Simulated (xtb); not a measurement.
CH3NO, charge +1, doublet, geometry from GFN2-xTB (a state made from the parent by changing its charge; the spin is typed, not shown lowest); GFN1-xTB run with xtb.

The xtb input:
```
$ xtb coord --gfn 1 --chrg 1 --uhf 1 --json

# file coord
$coord
     -2.0316440653       0.3861442930       0.2204628007  n
      0.3998321085       0.4311971969      -0.0818597421  c
      2.0942124059      -1.0508966345      -0.1777307262  o
     -2.9268152106      -1.3119100477       0.4593107280  h
     -3.1452885077       1.9489586640       0.2388201105  h
      1.1409201635       2.4799312082      -0.3283662191  h
$end
```

It wrote (shortened):

```
   ID    Z sym.   atoms
    1    7 n      1
    2    6 c      2
    3    8 o      3
    4    1 h      4-6

           -------------------------------------------------
          |                Calculation Setup                |
           -------------------------------------------------

           -------------------------------------------------
          |                 G F N 1 - x T B                 |
           -------------------------------------------------

          ...................................................
          :                      SETUP                      :
          :.................................................:
          :  # basis functions                  18          :
          :  # atomic orbitals                  18          :
          :  # shells                           12          :
          :  # electrons                        17          :
          :  # halogen bonds                     0          :
          :  max. iterations                   250          :
          :  Hamiltonian                  GFN1-xTB          :
          :  restarted?                      false          :
          :  GBSA solvation                  false          :
          :  PC potential                    false          :
          :  electronic temp.          300.0000000     K    :
          :  accuracy                    1.0000000          :
          :  -> integral cutoff          0.2500000E+02      :
          :  -> integral neglect         0.1000000E-07      :
          :  -> SCF convergence          0.1000000E-05 Eh   :
          :  -> wf. convergence          0.2000000E-04 e    :
          :  Broyden damping             0.4000000          :
          :  net charge                          1          :
          :  unpaired electrons                  1          :
          ...................................................

 iter      E             dE          RMSdq      gap      omega  full diag
   1    -10.9265444 -0.109265E+02  0.717E+00    6.13       0.0  T
   2    -11.0423832 -0.115839E+00  0.586E+00    4.81       1.0  T
   3    -11.1364571 -0.940739E-01  0.335E+00    5.50       1.0  T
   4    -11.1239832  0.124739E-01  0.174E+00    5.55       1.0  T
   5    -11.1418068 -0.178236E-01  0.319E-01    5.71       1.0  T
   6    -11.1422640 -0.457148E-03  0.138E-01    5.71       1.0  T
   7    -11.1423770 -0.113039E-03  0.245E-02    5.68       1.7  T
   8    -11.1423799 -0.288004E-05  0.568E-03    5.68       7.2  T
   9    -11.1423800 -0.935386E-07  0.293E-03    5.68      13.9  T
  10    -11.1423800 -0.261743E-07  0.157E-03    5.68      25.9  T
  11    -11.1423800 -0.165822E-07  0.343E-05    5.68    1188.6  T
  12    -11.1423800 -0.465228E-11  0.170E-05    5.68    2403.4  T

   *** convergence criteria satisfied after 12 iterations ***

         :::::::::::::::::::::::::::::::::::::::::::::::::::::
         ::                     SUMMARY                     ::
         :::::::::::::::::::::::::::::::::::::::::::::::::::::
         :: total energy             -11.021665166800 Eh    ::
         :: gradient norm              0.011996010021 Eh/a0 ::
         :: HOMO-LUMO gap              5.684007394080 eV    ::
         ::.................................................::
         :: SCC energy               -11.142380015046 Eh    ::
         :: -> electrostatic           0.182884502956 Eh    ::
         :: repulsion energy           0.121726040142 Eh    ::
         :: dispersion energy         -0.001011191896 Eh    ::
         :: halogen bond corr.         0.000000000000 Eh    ::
         :: add. restraining           0.000000000000 Eh    ::
         :: total charge               1.000000000000 e     ::
         :::::::::::::::::::::::::::::::::::::::::::::::::::::

           -------------------------------------------------
          |                Property Printout                |
           -------------------------------------------------

    * Orbital Energies and Occupations

         #    Occupation            Energy/Eh            Energy/eV
      -------------------------------------------------------------
         1        2.0000           -1.1128724             -30.2828
         2        2.0000           -1.1024288             -29.9986
         3        2.0000           -0.9628934             -26.2017
         4        2.0000           -0.9330230             -25.3888
         5        2.0000           -0.9092742             -24.7426
         6        2.0000           -0.8935201             -24.3139
         7        2.0000           -0.8537451             -23.2316
         8        1.9995           -0.7714121             -20.9912
         9        1.0005           -0.7570613             -20.6007 (HOMO)
        10                         -0.5481779             -14.9167 (LUMO)
        11                         -0.4125983             -11.2274
        12                         -0.3964956             -10.7892
        13                         -0.3376758              -9.1886
        14                         -0.1401338              -3.8132
        15                         -0.0431426              -1.1740
        16                          0.0772117               2.1010
        17                          0.1463790               3.9832
        18                          0.5407681              14.7150
      -------------------------------------------------------------
                  HL-Gap            0.2088834 Eh            5.6840 eV
             Fermi-level           -0.7084282 Eh          -19.2773 eV

  Mulliken/CM5 charges         n(s)   n(p)   n(d)
     1n    -0.28080 -0.74035   1.424  3.856  0.000
     2c     0.53676  0.60862   0.966  2.497  0.000
     3o    -0.21533 -0.26827   1.725  4.490  0.000
     4h     0.34979  0.53456   0.650  0.000  0.000
     5h     0.31724  0.50342   0.683  0.000  0.000
     6h     0.29234  0.36203   0.708  0.000  0.000

Wiberg/Mayer (AO) data.
largest (>0.10) Wiberg bond orders for each atom

 ---------------------------------------------------------------------------
     #   Z sym  total        # sym  WBO       # sym  WBO       # sym  WBO
 ---------------------------------------------------------------------------
     1   7 n    3.398 --     2 c    1.445     5 h    0.872     4 h    0.820
                             3 o    0.234
     2   6 c    3.884 --     3 o    1.771     1 n    1.445     6 h    0.649
     3   8 o    2.199 --     2 c    1.771     1 n    0.234     6 h    0.154
     4   1 h    0.875 --     1 n    0.820
     5   1 h    0.900 --     1 n    0.872
     6   1 h    0.842 --     2 c    0.649     3 o    0.154
 ---------------------------------------------------------------------------

Topologies differ in total number of bonds
Writing topology from bond orders to xtbtopo.mol

 dipole moment from electron density (au)
     X       Y       Z
  -1.5544   1.4116   0.0840  total (Debye):    5.341

           -------------------------------------------------
          | TOTAL ENERGY              -11.021665166800 Eh   |
          | GRADIENT NORM               0.011996010021 Eh/α |
          | HOMO-LUMO GAP               5.684007394080 eV   |
           -------------------------------------------------

normal termination of xtb
```
